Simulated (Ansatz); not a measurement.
Cost and result up the ladder for (H2Al-mu-I)2 (Al₂H₄I₂) (8 atoms). The state is a singlet with charge 0. Geometry: PBE-D4/def2-SVP.

```
atom   x (Å)   y (Å)   z (Å)
 Al1   0.076   1.523   0.990
  H2   0.283   1.304   2.551
  H3  -0.069   2.904   0.214
  I4   1.981   0.084  -0.282
 Al5  -0.075  -1.525  -0.986
  H6  -0.281  -1.368  -2.556
  H7   0.076  -2.874  -0.157
  I8  -1.989  -0.048   0.226
```

Ansatz on 4 threads of Arm Neoverse V2 on a shared host. Times are rough, and most runs start from the orbitals of an earlier one. ωB97X-V/def2-TZVP serves as the yardstick here, not as an exact answer. Differences are given only for rows in sets of like size (and for xTB, whose basis is part of the method), since another set adds its own error. Binding counts from free atoms at the same level (Al doublet, H doublet, I doublet; other spins of the atoms weren't run), without zero-point energy or a counterpoise term.

In the def2 sets I takes a core potential; there is no spin–orbit coupling. LC-ωPBE has ω = 0.4 bohr⁻¹. Correlated methods freeze 18 core orbitals; core or outer-core shells of I are correlated, in sets that lack core-valence functions. The rows differ in basis, and correlated rows in double-zeta sets carry the largest basis error.

Correlated methods converge slowly with the basis, most of all in double-zeta sets.

```
                          level  functions  wall time
                PBE-D4/def2-SVP        108      1.1 s
               PBE0-D4/def2-SVP        108      1.6 s
              BLYP-D4/def2-TZVP        198        2 s
            revPBE-D4/def2-TZVP        198      2.1 s
              LC-ωPBE/def2-TZVP        198      2.6 s
                  MP2/def2-TZVP        198      2.9 s
              PBE0-D4/def2-TZVP        198      3.3 s
              PBE-D4/def2-TZVPD        240      3.5 s
            r2SCAN-D4/def2-TZVP        198      4.6 s
             PBE0-D4/def2-TZVPD        240      5.5 s
           r2SCANh-D4/def2-TZVP        198        6 s
           r2SCAN-D4/def2-TZVPD        240        7 s
               CCSD(T)/def2-SVP        108      7.5 s
ωB97X-V/def2-TZVP (with forces)        198       11 s
```

(1) Estimate what each level gives for the binding energy per atom (eV).

## Answers

(1) 
```json
{"level": "PBE-D4/def2-SVP", "binding energy per atom (eV)": "2.47", "difference from ωB97X-V/def2-TZVP (eV)": "–"}
{"level": "PBE0-D4/def2-SVP", "binding energy per atom (eV)": "2.47", "difference from ωB97X-V/def2-TZVP (eV)": "–"}
{"level": "BLYP-D4/def2-TZVP", "binding energy per atom (eV)": "2.42", "difference from ωB97X-V/def2-TZVP (eV)": "-0.09"}
{"level": "revPBE-D4/def2-TZVP", "binding energy per atom (eV)": "2.43", "difference from ωB97X-V/def2-TZVP (eV)": "-0.09"}
{"level": "LC-ωPBE/def2-TZVP", "binding energy per atom (eV)": "2.45", "difference from ωB97X-V/def2-TZVP (eV)": "-0.06"}
{"level": "MP2/def2-TZVP", "binding energy per atom (eV)": "2.44", "difference from ωB97X-V/def2-TZVP (eV)": "-0.08"}
{"level": "PBE0-D4/def2-TZVP", "binding energy per atom (eV)": "2.48", "difference from ωB97X-V/def2-TZVP (eV)": "-0.04"}
{"level": "PBE-D4/def2-TZVPD", "binding energy per atom (eV)": "2.47", "difference from ωB97X-V/def2-TZVP (eV)": "-0.05"}
{"level": "r2SCAN-D4/def2-TZVP", "binding energy per atom (eV)": "2.52", "difference from ωB97X-V/def2-TZVP (eV)": "0.00"}
{"level": "PBE0-D4/def2-TZVPD", "binding energy per atom (eV)": "2.48", "difference from ωB97X-V/def2-TZVP (eV)": "-0.04"}
{"level": "r2SCANh-D4/def2-TZVP", "binding energy per atom (eV)": "2.51", "difference from ωB97X-V/def2-TZVP (eV)": "0.00"}
{"level": "r2SCAN-D4/def2-TZVPD", "binding energy per atom (eV)": "2.52", "difference from ωB97X-V/def2-TZVP (eV)": "0.00"}
{"level": "CCSD(T)/def2-SVP", "binding energy per atom (eV)": "2.34", "difference from ωB97X-V/def2-TZVP (eV)": "–"}
{"level": "ωB97X-V/def2-TZVP (with forces)", "binding energy per atom (eV)": "2.52", "difference from ωB97X-V/def2-TZVP (eV)": "0.00"}
```
